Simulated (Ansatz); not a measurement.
This geometry of ClGeH7Si3 (12 atoms, charge 0, multiplicity 1) is a first-order saddle point.

These are results of RKS PBE0-D4/def2-SVP in Ansatz, not measurements.

```xyz
12
Properties=species:S:1:pos:R:3
Si -2.147 -0.076 0.495
Si 0.107 0.393 0.926
Ge 1.661 -1.164 -0.058
Si 1.304 0.986 -0.988
Cl 0.207 1.127 -2.746
H -2.989 0.458 1.610
H -2.557 0.570 -0.786
H -2.360 -1.551 0.386
H 0.423 1.048 2.231
H 2.993 -1.446 0.651
H 1.040 -2.399 -0.720
H 2.395 1.999 -0.968
```

Problem. Which two structures does it join? (They come from a converged band through this point; their orientation in space is the band's.)

Solution. No bond is made or broken. The dihedral H6–Si1–Si2–Ge3 goes from -145 to 92°. The two ends are copies of one structure, up to a mirror image or an exchange of like atoms.

Image 0:

```xyz
12
Properties=species:S:1:pos:R:3
Si -2.080 -0.155 0.500
Si 0.144 0.308 1.027
Ge 1.602 -1.144 -0.229
Si 1.238 1.112 -0.865
Cl 0.066 1.570 -2.518
H -2.905 1.091 0.521
H -2.101 -0.743 -0.873
H -2.660 -1.141 1.463
H 0.458 0.794 2.404
H 2.991 -1.483 0.328
H 0.932 -2.316 -0.954
H 2.391 2.050 -0.770
```

Image 6:

```xyz
12
Properties=species:S:1:pos:R:3
Si -2.091 -0.073 0.476
Si 0.125 0.465 0.965
Ge 1.594 -1.171 -0.020
Si 1.268 0.964 -1.001
Cl 0.145 1.180 -2.735
H -2.678 -0.928 1.552
H -2.923 1.160 0.323
H -2.089 -0.834 -0.810
H 0.412 1.156 2.258
H 2.967 -1.442 0.612
H 0.919 -2.431 -0.573
H 2.427 1.899 -1.013
```

Problem. How far does it lie above each of them?

Solution. 0.054 eV above the first and 0.054 eV above the second. This is the barrier of this one path; another mechanism may lie lower.

The run took 2.7 min on 2 threads of Intel(R) Xeon(R) Platinum 8488C (Sapphire Rapids), on a shared host, peak memory 0.47 GiB.
